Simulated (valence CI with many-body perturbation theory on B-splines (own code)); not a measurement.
## E1 line list for Cr⁹⁺

Calculated by configuration interaction combined with many-body perturbation theory (CI+MBPT): five valence electrons over a frozen Dirac-Fock core [Ne], a basis of 9 s, 9 p, 8 d, 6 f, 3 g, 1 h functions for each j, with the one-electron correlation potential Σ1 (screened to all orders), the two-electron term Σ2, the three-electron term Σ3, Breit, model QED; selected single and double excitations, second order for the rest, scaled by the run's own slope (own B-spline code, finite nucleus).

No measured levels were compared; by estimate levels of excited configurations hold to 0.05 to 0.15 % of their energy, terms of the ground configuration to about 0.5 %. Among the levels kept, up to 670 cm⁻¹ of a level comes from second order outside the variational space, and about a tenth of that is noise between levels of different J, which matters for small intervals.

Lines 151 to 174 of 174 in falling wavelength, among levels below 555630 cm⁻¹, chosen from the strongest by gf and those to the six lowest levels. Wavelengths and rates use the calculated energies, so an error of 200 cm⁻¹ moves a line at 22.10 nm by 0.044 % and its rate by three times that or more. Electric multipoles are in the length gauge, E1 and E2 with the static RPA response of the core. Weak lines are less certain than strong ones. Lines between different terms over intervals too small for the method are left out, as are lines whose strength nearly cancels.

Names give the largest LS component (configuration and term), which can be under half, so a name can repeat, a term be missing and a line seem to break the LS rules; names also repeat where a configuration has a term twice. Letters in brackets count levels of one name in rising energy.

```tsv
λ vac (nm)	Upper	Lower	A (s⁻¹)	log gf	Branch %
22.10	3s2 3p2 3d 2D_5/2 [c]	3s2 3p3 2P°_3/2	7.80e+10	0.53	96.3
22.07	3s2 3p2 3d 2D_3/2 [a]	3s2 3p3 4S°_3/2	1.95e+09	-1.24	14.6
22.02	3s2 3p2 3d 2D_3/2 [c]	3s2 3p3 2P°_3/2	1.65e+10	-0.32	20.8
21.98	3s2 3p2 3d 2P_1/2 [b]	3s2 3p3 2D°_3/2	1.83e+09	-1.58	3.1
21.87	3s2 3p2 3d 2D_3/2 [c]	3s2 3p3 2P°_1/2	6.28e+10	0.26	78.9
21.87	3s2 3p2 3d 2P_3/2 [c]	3s2 3p3 2D°_5/2	2.17e+08	-2.21	0.4
21.77	3s2 3p2 3d 2F_5/2 [b]	3s2 3p3 2D°_5/2	5.61e+09	-0.62	6.2
21.75	3s2 3p2 3d 2P_3/2 [c]	3s2 3p3 2D°_3/2	8.16e+08	-1.64	1.4
21.72	3s2 3p2 3d 2D_5/2 [a]	3s2 3p3 4S°_3/2	1.65e+09	-1.15	7.4
21.67	3s2 3p2 3d 2S_1/2	3s2 3p3 2D°_3/2	4.16e+09	-1.23	7.3
21.66	3s2 3p2 3d 2F_7/2 [b]	3s2 3p3 2D°_5/2	9.04e+10	0.71	100.0
21.66	3s2 3p2 3d 2F_5/2 [b]	3s2 3p3 2D°_3/2	8.46e+10	0.55	93.6
20.95	3s2 3p2 3d 2D_5/2 [b]	3s2 3p3 4S°_3/2	6.70e+07	-2.58	0.1
20.95	3s2 3p2 3d 2D_3/2 [b]	3s2 3p3 4S°_3/2	2.00e+06	-4.28	0.0
20.82	3s2 3p2 3d 2D_5/2 [c]	3s2 3p3 2D°_5/2	2.75e+09	-0.97	3.4
20.75	3s2 3p2 3d 2D_3/2 [c]	3s2 3p3 2D°_5/2	1.30e+08	-2.47	0.2
20.72	3s2 3p2 3d 2D_5/2 [c]	3s2 3p3 2D°_3/2	2.24e+06	-4.06	0.0
20.65	3s2 3p2 3d 2D_3/2 [c]	3s2 3p3 2D°_3/2	1.42e+08	-2.44	0.2
20.32	3s2 3p2 3d 2P_1/2 [b]	3s2 3p3 4S°_3/2	1.94e+07	-3.62	0.0
20.12	3s2 3p2 3d 2P_3/2 [c]	3s2 3p3 4S°_3/2	3.21e+07	-3.11	0.1
20.05	3s2 3p2 3d 2S_1/2	3s2 3p3 4S°_3/2	3.15e+05	-5.42	0.0
20.04	3s2 3p2 3d 2F_5/2 [b]	3s2 3p3 4S°_3/2	1.12e+08	-2.39	0.1
19.23	3s2 3p2 3d 2D_5/2 [c]	3s2 3p3 4S°_3/2	2.46e+08	-2.09	0.3
19.17	3s2 3p2 3d 2D_3/2 [c]	3s2 3p3 4S°_3/2	4.28e+07	-3.03	0.1
```

Task: How does gf follow from A for the line at 21.72 nm?

Result: gf = 1.4992 × (2J+1)_upper × A / σ², with σ = 460459 cm⁻¹ and 2J+1 = 6: gf = 0.0701.
